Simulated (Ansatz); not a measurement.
Basis-set series for C₃H₇Al (`C=[C](C)[AlH2]`). Total charge 0; spin multiplicity 1. All single points use the PBE0-D4/def2-TZVP geometry.

```json
{"functional": "PBE0-D4", "basis": "def2-SVP", "functions": "95", "energy (Eh)": "-360.49417", "HOMO (eV)": "-7.61", "LUMO (eV)": "-1.51"}
{"functional": "PBE0-D4", "basis": "def2-QZVPP", "functions": "451", "energy (Eh)": "-360.72174", "HOMO (eV)": "-7.65", "LUMO (eV)": "-1.58"}
{"functional": "ωB97M-V", "basis": "def2-SVP", "functions": "95", "energy (Eh)": "-360.65937", "HOMO (eV)": "-9.80", "LUMO (eV)": "0.23"}
{"functional": "ωB97M-V", "basis": "def2-QZVPP", "functions": "451", "energy (Eh)": "-360.89480", "HOMO (eV)": "-9.86", "LUMO (eV)": "-0.03"}
```

(1) Give the rows for def2-TZVPP. (Estimate.)

Answers

(1) Computed: 
| functional | basis | functions | energy (Eh) | HOMO (eV) | LUMO (eV) |
| --- | --- | --- | --- | --- | --- |
| PBE0-D4 | def2-TZVPP | 233 | -360.70751 | -7.65 | -1.55 |
| ωB97M-V | def2-TZVPP | 233 | -360.88093 | -9.86 | 0.11 |

Positive LUMOs are unbound and depend on the basis.
